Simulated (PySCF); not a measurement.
## Te(2+) (tellurium, charge +2): UHF calculation

Configuration: [Kr] 4d10 5s2 5p1 5d1, one real determinant (an excited configuration). All numbers are calculated (PySCF 2.14, scalar relativity through the core potential, in aug-cc-pVTZ-PP with ECP28MDF (6s5p4d2f, 55 functions)).

| Quantity | Value |
| --- | --- |
| Total energy | -265.566882 hartree |
| One-electron energy | -447.4668 hartree |
| Hartree (Coulomb) energy | 201.0211 hartree |
| Exchange energy | -19.1211 hartree |
| ⟨S²⟩ | 2.0058 |
| ⟨L²⟩ | 8.020 |
| Sum of ⟨r⟩ | 26.12 bohr |
| Sum of ⟨r²⟩ | 46.07 bohr² |
| Traceless quadrupole moment −½Σ⟨3z² − r²⟩ along its main axis | 1.58 e·bohr² |

```csv
shell,electrons,mean orbital energy (eV),spread (eV),"rms radius, mean of both spins (bohr)"
4s α,1,-216.76,0,0.820
4s β,1,-216.45,0,0.820
4p α,3,-161.35,0.107,0.882
4p β,3,-161.03,0.610,0.882
4d α,5,-75.735,0.589,1.03
4d β,5,-75.454,0.706,1.03
5s α,1,-40.193,0,2.10
5s β,1,-37.172,0,2.10
5p α,1,-29.083,0,2.45
5d α,1,-13.955,0,3.82
```

⟨L²⟩ = 8.02 against 12 for a pure F term, so this real determinant mixes terms. Energies and moments cover only the electrons outside the core potential. The outer electron is Rydberg-like, and this basis confines it to a smaller radius and binds it less than a complete one would.
